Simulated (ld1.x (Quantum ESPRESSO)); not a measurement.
## Transferability test, ultrasoft potential for Pt

```json
{"Element": "platinum (Pt)", "Generator": "ld1.x (Quantum ESPRESSO) 7.5", "Type": "ultrasoft", "Functional": "PBE", "Relativity": "fully relativistic", "Frozen core": "[Xe] 4f14", "Valence charge": "10", "Reference configuration": "5d9 6s0.5 6p0 (charge +0.5)", "Partial waves": "6s (bound): rcut 1.70, rcutus 2.10 bohr; 6s channel at -0.35 Ry: rcut 1.70, rcutus 2.10 bohr; 6p (bound, empty): rcut 2.75, rcutus 3.60 bohr; 6p channel at 0.9 Ry: rcut 2.75, rcutus 3.60 bohr; 5d (bound): rcut 1.15, rcutus 1.60 bohr; 5d channel at -0.4 Ry: rcut 1.15, rcutus 1.60 bohr", "Local potential": "all-electron potential smoothed inside 1.90 bohr (lloc = -2)", "Core correction": "a·sin(br)/r model core inside 1.20 bohr", "Augmentation charge": "built from norm-conserving waves at rcut, not smoothed further"}
```

Open shells are filled in proportion to 2j + 1 (rel_dist='average').

Energies are relative to the spin-unpolarised reference configuration 5d9 6s0.5 6p0; without spin polarisation the order of configurations can differ from experiment.

| valence configuration | charge | ΔE all-electron (eV) | error AE − PS (meV) |
| --- | --- | --- | --- |
| 5d9 6s1 6p0 | 0 | -3.703 | -1.5 |
| 5d8 6s0 6p0 | +2 | 25.489 | -35 |
| 5d9.5 6s0.5 6p0 | 0 | -3.835 | -2.8 |
| 5d9 6s0 6p1 | 0 | 1.300 | -1.7 |
| 5d8 6s2 6p0 | 0 | -2.683 | -42 |

**Question.** What are ΔE and the potential's error for 5d6 6s0 6p0?

**Answer.** ΔE = 103.335 eV all-electron; the error (AE − PS) is -631 meV.

**Question.** What are ΔE and the potential's error for 5d9 6s0 6p0?

**Answer.** ΔE = 5.508 eV all-electron; the error (AE − PS) is -1.8 meV.

Levels in the configuration 5d6 6s0 6p0:

```json
{"level": "5d j=3/2", "all-electron (eV)": "-53.756", "pseudo (eV)": "-54.372"}
{"level": "5d j=5/2", "all-electron (eV)": "-51.970", "pseudo (eV)": "-52.555"}
```

Note: ghost state, extra bound levels that the all-electron valence spectrum of the same l lacks: s at -11.1 eV. A true bound ghost makes a file unfit for plane-wave use.
